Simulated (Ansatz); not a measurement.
Reactions of C$_{3}$H$_{5}$FSi (`CC1=C(F)[SiH2]1`).

Calculated with Ansatz (gas phase, PBE0-D4/def2-TZVP geometries, no zero-point term in ΔE). CCSD(T)/CBS adds triple-zeta CCSD(T) − MP2 to the extrapolated MP2 energy (def2 sets, frozen cores). This one scheme is used for every species. Elements past krypton have def2 core potentials. For Sn outer-core shells are correlated without core-valence functions, which leaves a few kJ/mol of doubt a bond. Each species was taken in one conformer, which may not be the lowest.

Problem. Order these by ΔE at CCSD(T)/CBS, lowest first. (Estimate.)
A. `CC1=C(F)[SiH2]1` + H₂ → `FC1=C[SiH2]1` + CH₄
B. `CC1=C(F)[SiH2]1` + `C#[C][SnH]([CH3])[F]` → `CC1=C(F)[SiH]1F` + `C#[C][SnH2][CH3]`
C. `CC1=C(F)[SiH2]1` + `NBN` → `CNBN` + `FC1=C[SiH2]1`
D. `CC1=C(F)[SiH2]1` + `CCC(C)C(C)C` → `CCC(C)(C)C(C)C` + `FC1=C[SiH2]1`

Solution. B (-79.0 kJ/mol), A (-51.9 kJ/mol), D (+11.8 kJ/mol), C (+52.8 kJ/mol).

Largest T1 diagnostic: 0.014, for `FC1=C[SiH2]1`.
